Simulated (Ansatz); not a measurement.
Vertical ionisation energy (eV) of eight silicon and germanium compounds: PBE beside PBE0, computed with Ansatz (a quantum-chemistry and plane-wave program) for isolated molecules in the bases named; differences from unrounded values. The eight are the first of their class met in an unordered collection, after screening for sound electronic states; none was chosen by its value. Functionals give these values as differences of separate SCF runs (ΔSCF), EOM-CCSD as a root; each molecule has one DFT geometry for both levels.

| molecule | basis | PBE0 | PBE | difference |
|---|---|---|---|---|
| Se(OH)(GeH3) (GeH4OSe), SMILES [Se](O)[GeH3] | def2-SVPD | 9.04 | 8.90 | -0.14 |
| germylmethylgermane (CH₈Ge₂), SMILES [GeH3][CH2][GeH3] | def2-SVPD | 10.39 | ? | ? |
| CH₉FN₂Si₂, SMILES CN[Si@@H](F)N[SiH3] | def2-SVPD | 9.18 | ? | ? |
| H₄O₂SeSi, SMILES O[SiH](O)[SeH] | def2-SVPD | 9.61 | ? | ? |
| C₂H₁₀O₂Si₂, SMILES C[C@@H](O[SiH3])[SiH2]O | def2-SVPD | 9.62 | 9.15 | -0.47 |
| CH8GeSi, SMILES [SiH3][CH2][GeH3] | def2-SVPD | 10.56 | 10.28 | -0.28 |
| C4H10OSi, SMILES OC[C@H]1CC[SiH2]1 | def2-SVPD | 9.64 | 9.19 | -0.45 |
| C2H5FSi2, SMILES C#C[Si@@H](F)[SiH3] | def2-SVPD | 10.01 | 9.69 | -0.32 |

Some entries are withheld; supply them. (Estimate from the structure and the level; the computed values follow.)


- H₄O₂SeSi, SMILES O[SiH](O)[SeH], PBE: 9.47
- H₄O₂SeSi, SMILES O[SiH](O)[SeH], difference: -0.14
- CH₉FN₂Si₂, SMILES CN[Si@@H](F)N[SiH3], PBE: 8.78
- CH₉FN₂Si₂, SMILES CN[Si@@H](F)N[SiH3], difference: -0.41
- germylmethylgermane (CH₈Ge₂), SMILES [GeH3][CH2][GeH3], PBE: 10.14
- germylmethylgermane (CH₈Ge₂), SMILES [GeH3][CH2][GeH3], difference: -0.25

PBE lies below PBE0 in 8 and above it in 0 of the eight; the mean signed difference is -0.31 and the largest -0.47 eV.
